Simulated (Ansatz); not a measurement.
`[F][GeH]([F])[Cl]` + `[CH3][Ga]([NH2])[NH2]` → `[CH3][GeH]([F])[F]` + `[NH2][Ga]([NH2])[Cl]`  (redistribution)

Program: Ansatz. Geometries: PBE0-D4/def2-TZVP. ΔE: electronic, gas phase. CCSD(T)/CBS is the MP2 limit (def2-TZVPP, def2-QZVPP) plus CCSD(T) − MP2 in def2-TZVPP, frozen cores. DFT in def2-TZVPP. B3LYP here is the variant with VWN-RPA as its local correlation; programs differ in this. For Ga, Ge outer-core shells are correlated without core-valence functions, which leaves a few kJ/mol of doubt a bond. Scalar relativity is left out up to krypton. One conformer a species, not always the lowest.

```json
{"level": "B97M-V", "ΔE (kJ/mol)": "-62.0"}
{"level": "r2SCANh-D4", "ΔE (kJ/mol)": "-63.0"}
{"level": "ωB97X-V", "ΔE (kJ/mol)": "-63.7"}
{"level": "PBE-QIDH", "ΔE (kJ/mol)": "-65.1"}
{"level": "B3LYP", "ΔE (kJ/mol)": "-62.2"}
{"level": "r2SCANh", "ΔE (kJ/mol)": "-63.2"}
{"level": "RPA@PBE/def2-TZVPP", "ΔE (kJ/mol)": "-60.8"}
{"level": "MP2/def2-QZVPP", "ΔE (kJ/mol)": "-62.1"}
```

Problem. What does CCSD(T)/CBS give? (An estimate is asked.)

Solution. The calculation gave: -62.5 kJ/mol. The listed levels differ from it by 0.5, -0.5, -1.2, -2.6, 0.3, -0.7, 1.7, 0.4 kJ/mol.

Largest T1 diagnostic among the species: 0.012.

From PBE to PBE0 (25 % exact exchange), in def2-TZVPP and without D4, ΔE moves by −4.8 kJ/mol. In def2-TZVPP, CCSD(T) changes the Hartree–Fock value by +11.9 kJ/mol (the triples alone add +1.8 kJ/mol) and MP2 by +12.0 kJ/mol.
